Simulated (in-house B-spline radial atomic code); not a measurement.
## RPA and G0W0 on PBEsol: the zinc ion Zn²⁺

Configuration [Ar] 3d10, mean-field start PBEsol. Computed with a B-spline radial code for spherical atoms: all electrons, scalar-relativistic (spin-free one-electron X2C), finite nucleus, each spin shell either full or empty, empty states to l = 9 with an (l + 1/2)⁻⁴ tail; G0W0 by contour deformation at full frequency.

Command:
```bash
python run_gw.py task.json out
```
Settings (radii: box in bohr, nucleus in fm):
```
Z                        30
electrons                28
configuration            [Ar] 3d10
hamiltonian              x2c
method                   pbesol
lmax                     9
rms_radius               3.9283
spin_polarised           False
box_radius               17.55
intervals                70
```

Cost of the run: 3.3 s on 1 thread of Arm Neoverse N1, with other jobs on the host.

Energies (hartree):

```csv
term,value
mean-field total,-1793.25517
Hartree-Fock functional on these orbitals,-1793.37795
direct second order,-2.6737
second-order exchange,0.75798
SOSEX correction,0.6734
```

Problem. What is the RPA correlation energy, and what remains with SOSEX?

Solution. RPA gives -2.172 hartree (-2.11 eV per electron); RPA + SOSEX gives -1.4986, and the second-order doubles -1.9157 hartree (no singles). RPA lacks exchange-type terms and so overcorrelates at short range.

Quasi-particle levels (eV):

```csv
level,occupied,mean field,Σx - vxc,Σc,QP weight,G0W0
3d,yes,-30.83,-12.14,?,?,?
4s,no,-22.820,6.22,-1.64,0.967,-18.244
```

G0W0 = mean field + (Σx - vxc) + Σc, with Σc (partial-wave tail included) taken at the quasi-particle energy. Only the outer levels were computed. Levels of low weight are left out.

Problem. Where does G0W0 put 3d?

Solution. At -39.79 eV, with Σc = 3.18 eV and a quasi-particle weight of 0.788. The tabulated removal energy is 39.723 eV (NIST, measured); the calculation leaves out spin-orbit coupling, Breit and QED terms, and what these don't explain is the method's own error.
